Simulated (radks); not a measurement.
The numbers below are computed, except where a source is named.
Q: The thulium ion Tm60+, 9 electrons, occupied as [He] 2s2 2p5. Code: a radial shooting solver on a logarithmic mesh with Libxc functionals. Model: Dirac Kohn-Sham, PBE, spin-unpolarised, spherical densities, point nucleus; open shells are shared between the two j in proportion to 2j + 1. Some entries of the table are withheld. Estimate them.

orbital,occ.,eigenvalue (hartree),<r^2> (bohr^2)
1s1/2,2,(1),0.0005466
2s1/2,2,(2),(3)
2p1/2,1.66667,(4),(5)
2p3/2,3.33333,(6),(7)

A: 
(1) 1s1/2 eigenvalue (hartree): -2374.633
(2) 2s1/2 eigenvalue (hartree): -548.5841
(3) 2s1/2 <r^2> (bohr^2): 0.008064
(4) 2p1/2 eigenvalue (hartree): -535.3173
(5) 2p1/2 <r^2> (bohr^2): 0.005759
(6) 2p3/2 eigenvalue (hartree): -497.3148
(7) 2p3/2 <r^2> (bohr^2): 0.006861
